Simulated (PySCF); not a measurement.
chloro(difluoro)methane (CHClF2), SMILES FC(F)Cl. Atoms are numbered in the order given.

```xyz
5

F     -1.0271     0.1532     1.0790
C     -0.4447    -0.3585     0.0000
F     -1.0271     0.1532    -1.0790
Cl     1.2765     0.0499     0.0000
H     -0.5454    -1.4548     0.0000
```
Charge 0, spin multiplicity 1.

The structure is a stationary point at PBE0-D3(BJ)/def2-SVP.

Calculation: SMD-B3LYP/def2-SVP (PySCF).

Solvation free energies are E(SMD) − E(gas) at the gas-phase geometry, for 1 M in both phases. In vacuum the dipole moment is 1.37 D.

```json
[
 {"solvent": "water", "ΔG(solv) (kcal/mol)": "0.0", "its non-electrostatic (CDS) part": "2.9", "dipole (D)": "1.73"},
 {"solvent": "ethylethanoate", "ΔG(solv) (kcal/mol)": "-2.3", "its non-electrostatic (CDS) part": "-0.1", "dipole (D)": "1.64"},
 {"solvent": "methanol", "ΔG(solv) (kcal/mol)": "-2.9", "its non-electrostatic (CDS) part": "-0.1", "dipole (D)": "1.72"}
]
```
